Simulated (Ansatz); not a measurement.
Computed with frozen-core CCSD(T)/cc-pVTZ // M06-2X/def2-TZVP (Ansatz, an electronic-structure program).

Ansatz 0.2 input:
```yaml
crystal:
  periodic: [false, false, false]
  atoms:
    - { symbol: B, position_ang: [1.666525, 0.064114, 0.277381] }
    - { symbol: S, position_ang: [0.244829, -0.637797, -0.372038] }
    - { symbol: C, position_ang: [-1.266369, 0.276952, -0.179525] }
    - { symbol: O, position_ang: [0.025736, -1.898437, -1.105759] }
    - { symbol: H, position_ang: [1.467218, 1.103312, 0.805494] }
    - { symbol: H, position_ang: [2.679659, -0.527562, 0.153424] }
    - { symbol: H, position_ang: [-1.659795, 0.488537, -1.171305] }
    - { symbol: H, position_ang: [-1.039675, 1.193591, 0.358331] }
    - { symbol: H, position_ang: [-1.967231, -0.342762, 0.375348] }
basis:
  gaussian: { orbitals: cc-pVTZ }
correlation:
  method: ccsd_t
```

Output:

```
Functional definition: HF
1112 factors; integrals over basis functions are off by at most 9.7e-4 eV
mean field evaluation 1: about -14631.5248 eV, gradient 4.1e1 eV
mean field evaluation 2: about -14631.8218 eV, gradient 4.1e1 eV
mean field evaluation 4: about -14635.4146 eV, gradient 5.0e0 eV
mean field evaluation 8: about -14635.4964 eV, gradient 2.9e-1 eV
mean field evaluation 16: about -14631.5257 eV, gradient 4.0e1 eV
mean field -14635.49684084 eV, -537.8445886048 hartree, gradient 4.9e-6 eV, S^2 0.000000; 0 other end points of the search recorded, 0 dependent functions left out
8 core orbitals not correlated
reference -14635.49684084 eV, -537.8445886048 hartree; 12, 12 occupied and 174, 174 virtual orbitals, 1112 factors
second order -19.30410485 eV of doubles, -0.00000000 eV of singles
cycle   1  -19.51789683 eV  change   -2.1e-1 eV  update   1.3e-1
cycle   2  -20.04403066 eV  change   -5.3e-1 eV  update   4.6e-2
cycle   3  -20.22003125 eV  change   -1.8e-1 eV  update   3.0e-2
cycle   4  -20.21576987 eV  change    4.3e-3 eV  update   1.1e-2
cycle   5  -20.20841899 eV  change    7.4e-3 eV  update   6.4e-3
cycle   6  -20.21115714 eV  change   -2.7e-3 eV  update   2.3e-3
cycle   7  -20.21097042 eV  change    1.9e-4 eV  update   8.6e-4
cycle   8  -20.21085308 eV  change    1.2e-4 eV  update   2.4e-4
cycle   9  -20.21097754 eV  change   -1.2e-4 eV  update   1.0e-4
cycle  10  -20.21098415 eV  change   -6.6e-6 eV  update   3.6e-5
cycle  11  -20.21095934 eV  change    2.5e-5 eV  update   1.7e-5
perturbative correction -0.92595006 eV, -0.0340280370 hartree
Total energy: -14656.63375024 eV, -538.6213556982 hartree
```

Cost: around 40 core-seconds (rough).
